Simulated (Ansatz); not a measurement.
Reaction (formal exchange of groups at a B–Cl bond): `OB(S)Cl` + `[SiH3]Cl` → `OB(S)[SiH2]Cl` + HCl

Computed with Ansatz on PBE0-D4/def2-TZVP structures; ΔE is electronic, products minus reactants. CCSD(T)/CBS is the MP2 limit (def2-TZVPP, def2-QZVPP) plus CCSD(T) − MP2 in def2-TZVPP, frozen cores. This one scheme is used for every species. Functionals use def2-TZVPP. B3LYP here is the variant with VWN-RPA as its local correlation; programs differ in this. Each species was taken in one conformer, which may not be the lowest.

(1) Is it downhill or uphill in electronic energy at CCSD(T)/CBS, and by how much? (An estimate is asked.)

(2) What do these levels give: PBE0-D4, B3LYP-D4, ωB97X-V, r2SCAN, PBE0, CCSD/CBS(def2)? (Best estimate.)

Largest T1 diagnostic among the species: 0.013.

Results:

(1) The calculation gave: Uphill: ΔE = +24.6 kcal/mol.

(2) Computed: PBE0-D4 23.6, B3LYP-D4 24.3, ωB97X-V 25.0, r2SCAN 25.4, PBE0 24.5, CCSD/CBS(def2) 25.1 kcal/mol.

From PBE to PBE0 (25 % exact exchange), in def2-TZVPP and without D4, ΔE moves by +1.2 kcal/mol. In def2-TZVPP, CCSD(T) changes the Hartree–Fock value by −4.9 kcal/mol (the triples alone add −0.5 kcal/mol) and MP2 by −3.1 kcal/mol. The D4 term adds −1.6 kcal/mol with B3LYP and −0.9 kcal/mol with PBE0; it sums over pairs of atoms, weighted by their polarisabilities, and B3LYP, whose exchange is more repulsive, gets the larger term.
